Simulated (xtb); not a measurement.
xtb input file for BeF₂, SMILES [F][Be][F], GFN2-xTB. 

```
$ xtb mol.xyz --gfn 2 --sp --chrg 0 --uhf 0 --json
$ cat mol.xyz
3

Be     0.00000000     0.00000000     0.00000000
F      0.00000000     0.00000000    -1.36951672
F      0.00000000     0.00000000     1.36951672
```

It prints:

```
[banner left out]
          |                Calculation Setup                |
           -------------------------------------------------



           -------------------------------------------------
          |                 G F N 2 - x T B                 |
           -------------------------------------------------

        Reference                      10.1021/acs.jctc.8b01176
      * Hamiltonian:
        H0-scaling (s, p, d)           1.850000    2.230000    2.230000
        zeta-weighting                 0.500000
      * Dispersion:
        s8                             2.700000
        a1                             0.520000
        a2                             5.000000
        s9                             5.000000
      * Repulsion:
        kExp                           1.500000    1.000000
        rExp                           1.000000
      * Coulomb:
        alpha                          2.000000
        third order                    shell-resolved
        anisotropic                    true
        a3                             3.000000
        a5                             4.000000
        cn-shift                       1.200000
        cn-exp                         4.000000
        max-rad                        5.000000


          ...................................................
          :                      SETUP                      :
          :.................................................:
          :  # basis functions                  12          :
          :  # atomic orbitals                  12          :
          :  # shells                            6          :
          :  # electrons                        16          :
          :  max. iterations                   250          :
          :  Hamiltonian                  GFN2-xTB          :
          :  restarted?                      false          :
          :  GBSA solvation                  false          :
          :  PC potential                    false          :
          :  electronic temp.          300.0000000     K    :
          :  accuracy                    1.0000000          :
          :  -> integral cutoff          0.2500000E+02      :
          :  -> integral neglect         0.1000000E-07      :
          :  -> SCF convergence          0.1000000E-05 Eh   :
          :  -> wf. convergence          0.1000000E-03 e    :
          :  Broyden damping             0.4000000          :
          :  net charge                          0          :
          :  unpaired electrons                  0          :
          ...................................................

 iter      E             dE          RMSdq      gap      omega  full diag
   1     -3.0865854 -0.308659E+01  0.293E+01    2.55       0.0  T
   2     -8.4944615 -0.540788E+01  0.212E+01   37.74       1.0  T
   3     -9.2813069 -0.786845E+00  0.116E+01   22.03       1.0  T
   4    -10.0537025 -0.772396E+00  0.130E+01   12.10       1.0  T
   5     -8.1148453  0.193886E+01  0.569E+01   53.25       1.0  T
   6    -10.3192887 -0.220444E+01  0.440E+00    8.42       1.0  T
   7    -10.3146069  0.468183E-02  0.196E+00    8.10       1.0  T
   8    -10.2755234  0.390835E-01  0.269E+00    9.79       1.0  T
   9    -10.3050347 -0.295113E-01  0.124E+00    7.81       1.0  T
  10    -10.3184734 -0.134387E-01  0.350E-01    8.63       1.0  T
  11    -10.3195051 -0.103167E-02  0.121E-01    8.50       1.0  T
  12    -10.3196446 -0.139507E-03  0.222E-02    8.44       2.6  T
  13    -10.3196458 -0.118175E-05  0.132E-02    8.44       4.4  T
  14    -10.3196472 -0.149448E-05  0.168E-03    8.44      34.3  T
  15    -10.3196473 -0.255417E-07  0.255E-04    8.44     226.7  T
  16    -10.3196473 -0.191328E-09  0.162E-04    8.44     357.3  T

   *** convergence criteria satisfied after 16 iterations ***

         #    Occupation            Energy/Eh            Energy/eV
      -------------------------------------------------------------
         1        2.0000           -0.8165705             -22.2200
         2        2.0000           -0.8015135             -21.8103
         3        2.0000           -0.5343534             -14.5405
         4        2.0000           -0.5343534             -14.5405
         5        2.0000           -0.5297010             -14.4139
         6        2.0000           -0.5167064             -14.0603
         7        2.0000           -0.5113636             -13.9149
         8        2.0000           -0.5113636             -13.9149 (HOMO)
         9                         -0.2013638              -5.4794 (LUMO)
        10                         -0.2013638              -5.4794
        11                         -0.0430261              -1.1708
        12                          0.7878967              21.4398
      -------------------------------------------------------------
                  HL-Gap            0.3099997 Eh            8.4355 eV
             Fermi-level           -0.3563637 Eh           -9.6971 eV

 SCC (total)                   0 d,  0 h,  0 min,  0.002 sec
 SCC setup                      ...        0 min,  0.000 sec (  3.061%)
 Dispersion                     ...        0 min,  0.000 sec (  0.652%)
 classical contributions        ...        0 min,  0.000 sec (  0.415%)
 integral evaluation            ...        0 min,  0.000 sec (  9.465%)
 iterations                     ...        0 min,  0.001 sec ( 61.589%)
 molecular gradient             ...        0 min,  0.000 sec ( 18.780%)
 printout                       ...        0 min,  0.000 sec (  5.517%)

         :::::::::::::::::::::::::::::::::::::::::::::::::::::
         ::                     SUMMARY                     ::
         :::::::::::::::::::::::::::::::::::::::::::::::::::::
         :: total energy             -10.276747003289 Eh    ::
         :: gradient norm              0.000019889240 Eh/a0 ::
         :: HOMO-LUMO gap              8.435522242890 eV    ::
         ::.................................................::
         :: SCC energy               -10.319647274453 Eh    ::
         :: -> isotropic ES           -0.023153818128 Eh    ::
         :: -> anisotropic ES          0.002862246513 Eh    ::
         :: -> anisotropic XC         -0.003424788693 Eh    ::
         :: -> dispersion             -0.000433251652 Eh    ::
         :: repulsion energy           0.042900271165 Eh    ::
         :: add. restraining           0.000000000000 Eh    ::
         :: total charge               0.000000000000 e     ::
         :::::::::::::::::::::::::::::::::::::::::::::::::::::

           -------------------------------------------------
          |                Property Printout                |
           -------------------------------------------------

    * Orbital Energies and Occupations

         #    Occupation            Energy/Eh            Energy/eV
      -------------------------------------------------------------
         1        2.0000           -0.8165705             -22.2200
         2        2.0000           -0.8015135             -21.8103
         3        2.0000           -0.5343534             -14.5405
         4        2.0000           -0.5343534             -14.5405
         5        2.0000           -0.5297010             -14.4139
         6        2.0000           -0.5167064             -14.0603
         7        2.0000           -0.5113636             -13.9149
         8        2.0000           -0.5113636             -13.9149 (HOMO)
         9                         -0.2013638              -5.4794 (LUMO)
        10                         -0.2013638              -5.4794
        11                         -0.0430261              -1.1708
        12                          0.7878967              21.4398
Note: The following floating-point exceptions are signalling: IEEE_INVALID_FLAG IEEE_UNDERFLOW_FLAG IEEE_DENORMAL
normal termination of xtb
      -------------------------------------------------------------
                  HL-Gap            0.3099997 Eh            8.4355 eV
             Fermi-level           -0.3563637 Eh           -9.6971 eV

     #   Z          covCN         q      C6AA      α(0)
     1   4 Be       1.336     0.711    26.548    14.251
     2   9 F        0.668    -0.356    12.997     4.256
     3   9 F        0.668    -0.356    12.997     4.256

 Mol. C6AA /au·bohr⁶  :        129.297879
 Mol. C8AA /au·bohr⁸  :       3474.062932
 Mol. α(0) /au        :         22.762204


Wiberg/Mayer (AO) data.
largest (>0.10) Wiberg bond orders for each atom

 ---------------------------------------------------------------------------
     #   Z sym  total        # sym  WBO       # sym  WBO       # sym  WBO
 ---------------------------------------------------------------------------
     1   4 Be   2.157 --     3 F    1.079     2 F    1.079
     2   9 F    1.128 --     1 Be   1.079
     3   9 F    1.128 --     1 Be   1.079
 ---------------------------------------------------------------------------

Topologies differ in total number of bonds
Writing topology from bond orders to xtbtopo.mol

molecular dipole:
                 x           y           z       tot (Debye)
 q only:        0.000       0.000       0.000
   full:       -0.000       0.000       0.000       0.000
molecular quadrupole (traceless):
                xx          xy          yy          xz          yz          zz
 q only:        2.383       0.000       2.383       0.000       0.000      -4.765
  q+dip:        2.567       0.000       2.567      -0.000      -0.000      -5.134
   full:        3.606       0.000       3.606       0.000      -0.000      -7.213


           -------------------------------------------------
          | TOTAL ENERGY              -10.276747003289 Eh   |
          | GRADIENT NORM               0.000019889240 Eh/α |
          | HOMO-LUMO GAP               8.435522242890 eV   |
           -------------------------------------------------

------------------------------------------------------------------------
------------------------------------------------------------------------
 total:
 SCF:
```

Self-consistency was reached.
